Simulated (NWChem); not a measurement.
# ZnOH, doublet; SMILES [OH][Zn]

All runs: NWChem. Spin-unrestricted. In the optimisation the excess spin sits in a' (Cs, its own frame). Geometry: optimised at PBE0/def2-SVP, spin-unrestricted. This spin state was assumed; another may lie lower. No stability test was run on the SCF state. Vertical excitations in the gas phase; the lowest state need not have the same character in each row. Excited states of an open shell can be spin-contaminated.

For level CAM-B3LYP/def2-SVPD, TDA:

```yaml
lowest excitation (eV): 3.17
lowest state with f > 0.02 (eV): 4.08
lowest empty minus highest occupied level, either spin (eV): 5.04
```

Question: Estimate the same quantities for level LDA (Slater exchange, VWN5)/def2-SVPD, TDA.

Answer: 
* **lowest excitation (eV)**: 2.34
* **lowest state with f > 0.02 (eV)**: 3.67
* **lowest empty minus highest occupied level, either spin (eV)**: 0.97
